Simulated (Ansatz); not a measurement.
Ansatz (an electronic-structure program) input (HF/3-21G): The .json file is the Basis Set Exchange's 3-21G.

Ansatz 0.2 input:
```yaml
crystal:
  periodic: [false, false, false]
  atoms:
    - {symbol: Cs, position_ang: [-0.00000000, -0.00000000, -0.74821684]}
    - {symbol: Cl, position_ang: [0.00000000, 0.00000000, 2.42070154]}
basis:
  gaussian:
    orbitals: 3-21G.json
hamiltonian:
  xc: {name: HF}
phonons: {temperatures: {t_min: 298.15, t_max: 298.15, t_step: 100}}
```

Question: Which harmonic wavenumbers does it give?

Answer: 181 cm⁻¹ (unscaled; negative means imaginary).
